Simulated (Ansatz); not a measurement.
Reaction: SiAsH5 (silylarsane, SMILES [SiH3][AsH2]) → SiAsH4 (SMILES [SiH2][AsH2], doublet) + H (doublet) (the H-Si bond breaks)
Each species at its own B3LYP-D3(BJ)/def2-TZVP minimum (Ansatz, a quantum-chemistry and plane-wave program).

Total energies in hartree (Ansatz). Radicals and triplets start from unrestricted determinants; spin-orbit coupling is neglected. Cores are frozen in correlated methods (noble-gas shells, and filled d and f shells in the p block). No relativity. Where a partner has so few electrons that a lower coupled-cluster level is exact, that level stands in.

```csv
species,HF/def2-TZVPP,CCSD(T)/def2-TZVPP,HF/def2-QZVPP,CCSD(T)/def2-QZVPP,CCSDT(Q)/def2-TZVPP
"1: SiAsH5 (silylarsane, SMILES [SiH3][AsH2])",-2526.05022,-2526.38634,-2526.10471,-2526.45828,-2526.38818
"2: SiAsH4 (SMILES [SiH2][AsH2], doublet)",-2525.43266,-2525.73912,-2525.48691,-2525.80965,-2525.74114
3: H (doublet),-0.49981,-0.49981,-0.49998,-0.49998,-0.49981
```

Work out the bond dissociation energy (electronic) in kcal/mol: take Hartree-Fock from def2-QZVPP, extrapolate the CCSD(T) correlation energy as X^-3 (X = 3, 4), and add CCSDT(Q) - CCSD(T) in def2-TZVPP. 1 hartree = 627.51 kcal/mol.


Species 1: correlation (64·(-0.35357) - 27·(-0.33612))/37 = -0.36630; step -0.00184; E1 = -2526.10471 + (-0.36630) + (-0.00184) = -2526.47285
Species 2: correlation (64·(-0.32274) - 27·(-0.30646))/37 = -0.33462; step -0.00202; E2 = -2525.48691 + (-0.33462) + (-0.00202) = -2525.82355
Species 3: correlation (64·(0.00000) - 27·(0.00000))/37 = 0.00000; step +0.00000; E3 = -0.49998 + (0.00000) + (+0.00000) = -0.49998
-1·E1 +1·E2 +1·E3 = 0.14932 hartree = 93.7 kcal/mol.
